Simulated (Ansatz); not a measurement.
Frontier orbitals of `[OH][Cu]`.

Cartesian coordinates in Å:
```
O 0.082 0.570 0.041
Cu 0.457 -1.066 0.649
H -0.539 0.497 -0.690
```

The species carries charge 0 and has multiplicity 1. For Cu the d shell is correlated and the shells below it are frozen. Scalar relativity is left out up to krypton. The geometry is a stationary point of PBE0-D4/def2-TZVP. Basis def2-TZVPP, Ansatz 0.2.0.

A caution on the coupled-cluster cation, which keeps the state that its UHF reference found: large T1 diagnostic of the cation.

**Question.** Compute the vertical ionisation energy as the energy of the cation minus that of the neutral molecule, at each level. (Estimate.)

**Answer.** Computed: 
| level | IE (eV) | difference from CCSD(T)/def2-TZVPP |
| --- | --- | --- |
| PBE-D4/def2-TZVPP | 9.23 | 0.05 |
| r2SCAN-D4/def2-TZVPP | 9.08 | -0.11 |
| PBE0-D4/def2-TZVPP | 9.11 | -0.07 |
| B3LYP-D4/def2-TZVPP | 9.31 | 0.12 |
| ωB97X-V/def2-TZVPP | 9.15 | -0.04 |
| ωB97M-V/def2-TZVPP | 9.19 | 0.01 |
| B2PLYP/def2-TZVPP | 9.37 | 0.18 |
| HF/def2-TZVPP | 7.29 | -1.89 |
| MP2/def2-TZVPP | 9.68 | 0.49 |
| CCSD/def2-TZVPP | 9.04 | -0.14 |
| CCSD(T)/def2-TZVPP | 9.18 | 0.00 |
| HF/def2-QZVPP | 7.33 | -1.85 |
| MP2/def2-QZVPP | 9.89 | 0.71 |
| CCSD/def2-QZVPP | 9.20 | 0.01 |
| CCSD(T)/def2-QZVPP | 9.37 | 0.19 |

B3LYP here is the variant with VWN-RPA as its local correlation; programs differ in this.
